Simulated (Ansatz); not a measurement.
Mulliken charges of `C[NH][Ga]([F])[F]` from r2SCAN/def2-TZVPP in Ansatz (PBE0-D4/def2-TZVP geometry).

```csv
atom,x (Å),y (Å),z (Å),charge (e)
C1,-0.712,-0.948,0.562,-0.022
N2,0.010,0.306,0.523,-0.327
Ga3,0.846,1.002,-0.893,0.767
F4,0.864,0.182,-2.429,-0.376
F5,1.691,2.523,-0.845,-0.369
H6,-1.767,-0.804,0.819,0.058
H7,-0.678,-1.429,-0.416,0.058
H8,-0.277,-1.646,1.286,0.058
H9,0.024,0.813,1.393,0.154
```

Q: By hand: the dipole of these point charges (1 e Å = 4.8032 D).

A: Σ q r = (-0.442, -0.410, 0.669) e Å, of length 0.901 e Å = 4.33 D.

Q: How does the dipole of the full density compare? (An estimate is asked.)

A: Computed: (-0.330, -0.273, 0.560) e Å, 3.39 D; the point charges give 1.28 times that, at 5° from its direction.

Point charges leave out the atoms' own dipoles, such as those of lone pairs, and Mulliken's split depends on the basis, so the two needn't agree.
